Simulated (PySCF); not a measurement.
A single conformation, non-relativistic Hamiltonian, equivalent nuclei averaged, gas phase. PBE0/pcSseg-1 with gauge-including orbitals; GFN2-xTB geometry; PySCF 2.14.

Shifts are taken against calculated references (same method and geometry level): 1H and 13C vs TMS. Acid and N–H amide carbonyl carbons lie up to 10 ppm further downfield in solution (hydrogen bonding). Shifts are as computed. Against solution values, carbons near 30 ppm lie about +3 ppm off and those near 130 ppm about +5 ppm. Of 1309 compounds with measured shifts, 239 miss one by over three times the rms of a fit or turn the order of signals round; such compounds aren't used in these exercises. OH and NH positions are gas-phase values without hydrogen bonding to other molecules.

Problem. Order these molecules by the shift of their most deshielded carbon, lowest δ first.
A. N#C/C([SiH3])=C\[SiH2]F
B. C=C(n1cccc1)[Si@@H](N)F
C. C=C[C@@H]1C=C(C)[C@@H]1F
D. CNC(=O)C/C=C\[SiH3]
E. C=C([SiH2]N)C(=O)CC

Solution. B (150.1 ppm, fully substituted alkene carbon), C (157.7 ppm, fully substituted alkene carbon), D (168.4 ppm, amide carbonyl carbon), A (178.0 ppm, alkene CH), E (211.8 ppm, ketone carbonyl carbon).

Problem. Order these molecules by the shift of their most shielded carbon, lowest δ first.
A. C=C(n1cccc1)[Si@@H](N)F
B. N#C/C([SiH3])=C\[SiH2]F
C. CNC(=O)C/C=C\[SiH3]
D. C=C([SiH2]N)C(=O)CC
E. C=C[C@@H]1C=C(C)[C@@H]1F

Solution. D (9.4 ppm, methyl carbon), E (16.4 ppm, allylic methyl carbon), C (26.6 ppm, methyl carbon bonded to N), A (116.6 ppm, terminal =CH2 carbon), B (122.7 ppm, nitrile carbon).

Problem. How many 13C and 1H signals does each give (equivalence by symmetry and fast rotation, but not about amide C–N or C=N bonds)? `C=C([SiH2]N)C(=O)CC`, `C=C[C@@H]1C=C(C)[C@@H]1F`, `N#C/C([SiH3])=C\[SiH2]F`, `CNC(=O)C/C=C\[SiH3]`, `CC1=CC=C[C@]1(C)F`, `C=C(n1cccc1)[Si@@H](N)F`

Solution. C=C([SiH2]N)C(=O)CC: 5 C, 6 H; C=C[C@@H]1C=C(C)[C@@H]1F: 7 C, 7 H; N#C/C([SiH3])=C\[SiH2]F: 3 C, 3 H; CNC(=O)C/C=C\[SiH3]: 5 C, 6 H; CC1=CC=C[C@]1(C)F: 7 C, 5 H; C=C(n1cccc1)[Si@@H](N)F: 4 C, 6 H.
